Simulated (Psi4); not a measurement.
Cl2OV, charge +1, singlet, at a GFN2-xTB geometry (such geometries of metal compounds can be far from the true shape) (the multiplicity is a formal guess), atoms displaced at random by about 0.03 Å a coordinate; HF/STO-3G, gradient (Psi4).

Here is a job for Psi4.
```
memory 2 GB

molecule mol {
1 1
V     0.464497    0.303839    0.024874
O     1.525222   -0.725299   -0.364491
Cl   -0.540383   -0.536816    1.576256
Cl   -0.879771    0.472561   -1.417025
symmetry c1
no_reorient
no_com
}

set {
  basis sto-3g
  reference rhf
}

gradient('scf')
print_variables()
```

What the program printed (banner, timings and long lists left out):

```
gradient() will perform analytic gradient computation.

   => Loading Basis Set <=

    Name: STO-3G
    Role: ORBITAL
    Keyword: BASIS

         ---------------------------------------------------------
                                   SCF
               by Justin Turney, Rob Parrish, Andy Simmonett
                          and Daniel G. A. Smith
                              RHF Reference
         ---------------------------------------------------------

  ==> Geometry <==

    Molecular point group: c1
    Full point group: C1

    Geometry (in Angstrom), charge = 1, multiplicity = 1:

       Center              X                  Y                   Z               Mass
    ------------   -----------------  -----------------  -----------------  -----------------
         V            0.464497000000     0.303839000000     0.024874000000    50.943957040000
         O            1.525222000000    -0.725299000000    -0.364491000000    15.994914619570
         CL          -0.540383000000    -0.536816000000     1.576256000000    34.968852682000
         CL          -0.879771000000     0.472561000000    -1.417025000000    34.968852682000

  Running in c1 symmetry.

  Rotational constants: A =      0.16998  B =      0.08908  C =      0.06408 [cm^-1]
  Rotational constants: A =   5095.98412  B =   2670.63645  C =   1921.11194 [MHz]
  Nuclear repulsion =  368.593304378552602

  Charge       = 1
  Multiplicity = 1
  Electrons    = 64
  Nalpha       = 32
  Nbeta        = 32

  ==> Algorithm <==

  SCF Algorithm Type is DF.
  DIIS enabled.
  MOM disabled.
  Fractional occupation disabled.
  Guess Type is SAD.
  Energy threshold   = 1.00e-08
  Density threshold  = 1.00e-08
  Integral threshold = 1.00e-12

  ==> Primary Basis <==

  Basis Set: STO-3G
    Blend: STO-3G
    Number of shells: 21
    Number of basis functions: 41
    Number of Cartesian functions: 42
    Spherical Harmonics?: true
    Max angular momentum: 2

   => Loading Basis Set <=

    Name: (STO-3G AUX)
    Role: JKFIT
    Keyword: DF_BASIS_SCF

  ==> Integral Setup <==

  SCF_SUBTYPE=INCORE selected. In-core MEM_DF algorithm will be used.
  Using in-core AOs.

  ==> MemDFJK: Density-Fitted J/K Matrices <==

    J tasked:                   Yes
    K tasked:                   Yes
    wK tasked:                   No
    Algorithm:                 Core
    Schwarz Cutoff:           1E-12
    Mask sparsity (%):       7.6145
    Fitting Condition:        1E-10

   => Auxiliary Basis Set <=

  Basis Set: (STO-3G AUX)
    Blend: DEF2-UNIVERSAL-JKFIT
    Number of shells: 159
    Number of basis functions: 597
    Number of Cartesian functions: 780
    Spherical Harmonics?: true
    Max angular momentum: 6

  Minimum eigenvalue in the overlap matrix is 1.8933229741E-01.
  Reciprocal condition number of the overlap matrix is 9.1730641263E-02.
    Using symmetric orthogonalization.

  ==> Pre-Iterations <==

  SCF Guess: Superposition of Atomic Densities via on-the-fly atomic UHF (no occupation information).

   -------------------------
    Irrep   Nso     Nmo
   -------------------------
     A         41      41
   -------------------------
    Total      41      41
   -------------------------

  ==> Iterations <==

                           Total Energy        Delta E     RMS |[F,P]|

   @DF-RHF iter SAD: -1914.58688914342292   -1.91459e+03   0.00000e+00
   @DF-RHF iter   1: -1915.16560394781300   -5.78715e-01   2.54927e-02 DIIS/ADIIS
   @DF-RHF iter   2: -1908.24049585371199    6.92511e+00   9.46062e-02 DIIS/ADIIS
   @DF-RHF iter   3: -1915.58347391313100   -7.34298e+00   2.60602e-02 DIIS/ADIIS
   @DF-RHF iter   4: -1916.03928144559836   -4.55808e-01   3.16257e-03 DIIS/ADIIS
   @DF-RHF iter   5: -1916.04794254288413   -8.66110e-03   9.00318e-04 DIIS/ADIIS
   @DF-RHF iter   6: -1916.04881327553130   -8.70733e-04   2.60838e-04 DIIS/ADIIS
   @DF-RHF iter   7: -1916.04900885641973   -1.95581e-04   1.81197e-04 DIIS/ADIIS
[...]
  Energy and wave function converged.

  ==> Post-Iterations <==

    Orbital Energies [Eh]
    ---------------------

    Doubly Occupied:

[...]
    Virtual:

[...]
    Final Occupation by Irrep:
              A
    DOCC [    32 ]
    NA   [    32 ]
    NB   [    32 ]

  @DF-RHF Final Energy: -1916.04915690005237

   => Energetics <=

    Nuclear Repulsion Energy =            368.5933043785526024
    One-Electron Energy =               -3353.3495992269431554
    Two-Electron Energy =                1068.7071379483381861
    Total Energy =                      -1916.0491569000523668

Computation Completed

Properties will be evaluated at   0.000000,   0.000000,   0.000000 [a0]

Properties computed using the SCF density matrix

 Multipole Moments:

 ------------------------------------------------------------------------------------
     Multipole            Electronic (a.u.)      Nuclear  (a.u.)        Total (a.u.)
 ------------------------------------------------------------------------------------

 L = 1.  Multiply by 2.5417464519 to convert [e a0] to [Debye]
 Dipole X            :          3.8348314           -2.3761624            1.4586690
 Dipole Y            :          1.5175346            0.1768217            1.6943563
 Dipole Z            :         -0.4485811            0.6861614            0.2375804
 Magnitude           :                                                    2.2483333

 ------------------------------------------------------------------------------------

         ------------------------------------------------------------
                                   SCF GRAD
                          Rob Parrish, Justin Turney,
                       Andy Simmonett, and Alex Sokolov
         ------------------------------------------------------------

  ==> Geometry <==

    Molecular point group: c1
    Full point group: C1

    Geometry (in Angstrom), charge = 1, multiplicity = 1:

       Center              X                  Y                   Z               Mass
    ------------   -----------------  -----------------  -----------------  -----------------
         V            0.464497000000     0.303839000000     0.024874000000    50.943957040000
         O            1.525222000000    -0.725299000000    -0.364491000000    15.994914619570
         CL          -0.540383000000    -0.536816000000     1.576256000000    34.968852682000
         CL          -0.879771000000     0.472561000000    -1.417025000000    34.968852682000

  Nuclear repulsion =  368.593304378552602

  ==> Basis Set <==

  Basis Set: STO-3G
    Blend: STO-3G
    Number of shells: 21
    Number of basis functions: 41
    Number of Cartesian functions: 42
    Spherical Harmonics?: true
    Max angular momentum: 2

  ==> DFJKGrad: Density-Fitted SCF Gradients <==

    Gradient:                    1
    J tasked:                  Yes
    K tasked:                  Yes
    wK tasked:                  No
    Integrals threads:           1
    Schwarz Cutoff:          1E-12
    Fitting Condition:       1E-10

   => Auxiliary Basis Set <=

  Basis Set: (STO-3G AUX)
    Blend: DEF2-UNIVERSAL-JKFIT
    Number of shells: 159
    Number of basis functions: 597
    Number of Cartesian functions: 780
    Spherical Harmonics?: true
    Max angular momentum: 6

  -Total Gradient:
     Atom            X                  Y                   Z
    ------   -----------------  -----------------  -----------------
       1       -0.126421004384     0.111655740577     0.005800220732
       2        0.084616064955    -0.099112909455    -0.028564982570
       3        0.008043755677     0.000363127983    -0.024297462416
       4        0.033761183785    -0.012905959118     0.047062224251

  Variable Map:
  ----------------------------------------------------------------------------
[...]
  Array Variable Map:
  ----------------------------------------------------------------------------
[...]
[...]
```
